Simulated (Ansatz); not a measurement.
**A geometry optimisation of CH6AsMg+ with B3LYP-D3(BJ)/def2-SVP**

The starting geometry of this gas-phase singlet was optimised with GFN2-xTB.

```xyz
9

C    -0.6959    0.7894   -1.4150
As    1.0621   -0.0597   -0.9862
Mg   -0.8373    0.3964    1.2501
H     0.6747   -0.5067    0.5606
H    -1.5730    0.1708   -1.1640
H    -0.7094    0.9475   -2.4972
H    -1.9740    0.9770    2.1204
H    -0.7758    1.7883   -0.9541
H     0.6407   -1.4343   -1.4437
```

Where would you expect an optimisation with B3LYP-D3(BJ)/def2-SVP to take it?

A new bond forms, giving a structure with H4 bridging Mg3 and As2, H9 bridging As2 and Mg3, given below by its coordinates. Distances that change by over a tenth: Mg3–H4 (1.89 → 2.20 Å), Mg3–H9 (3.58 → 2.20 Å). Contacts that close: As2–Mg3 (2.97 → 2.84 Å).

The energy falls by 0.27 eV over 24 steps:

```
step  E − E(last) (eV)
   1             0.267
   4             0.106
   6             0.073
   9             0.044
  11             0.032
  14             0.009
  16             0.003
  19             0.000
  21             0.000
  24             0.000
```

Final geometry (Å):

| atom | x (Å) | y (Å) | z (Å) |
| --- | --- | --- | --- |
| C | -0.5770 | 0.9885 | -1.5838 |
| As | 0.9285 | -0.2083 | -1.0223 |
| Mg | -0.9450 | -0.2438 | 1.1135 |
| H | 1.0614 | 0.3513 | 0.4327 |
| H | -1.4365 | 1.1360 | -0.9055 |
| H | -0.9643 | 0.5787 | -2.5275 |
| H | -2.1546 | -0.1301 | 2.2386 |
| H | -0.1334 | 1.9754 | -1.7779 |
| H | 0.0329 | -1.3788 | -0.4970 |

The end wasn't checked by frequencies. Run with Ansatz 0.2.0, 38 s on 2 threads of Arm Neoverse V2 (shared host).
